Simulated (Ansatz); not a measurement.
H2SSn (SMILES [SH][SnH]) moved off its minimum; all values from Ansatz (an electronic-structure program), cores frozen in correlated methods. Elements past Kr take the def2 small-core potentials, without spin–orbit coupling.
(charge 0, multiplicity 1)
```xyz
4

Sn     0.04353    -0.43674     0.32041
H      0.42202    -1.51156    -1.00658
S     -0.29766     1.42957    -1.12852
H     -0.60656     2.27619    -0.21222
```

Forces at B3LYP/def2-TZVPP (eV/Å):

```json
[
 {"atom": "Sn1", "Fx": "-0.008", "Fy": "-0.294", "Fz": "0.852"},
 {"atom": "H2", "Fx": "0.067", "Fy": "-0.109", "Fz": "-0.363"},
 {"atom": "S3", "Fx": "0.337", "Fy": "-0.692", "Fz": "-1.771"},
 {"atom": "H4", "Fx": "-0.396", "Fy": "1.095", "Fz": "1.283"}
]
```

Give the forces (eV/Å), the total energy and the dipole at CCSD(T)/def2-TZVPPD.


```json
[
 {"atom": "Sn1", "Fx": "-0.019", "Fy": "-0.248", "Fz": "0.839"},
 {"atom": "H2", "Fx": "0.072", "Fy": "-0.129", "Fz": "-0.369"},
 {"atom": "S3", "Fx": "0.325", "Fy": "-0.662", "Fz": "-1.720"},
 {"atom": "H4", "Fx": "-0.379", "Fy": "1.040", "Fz": "1.250"}
]
```
Energy -612.3930 hartree, dipole 1.48 D.
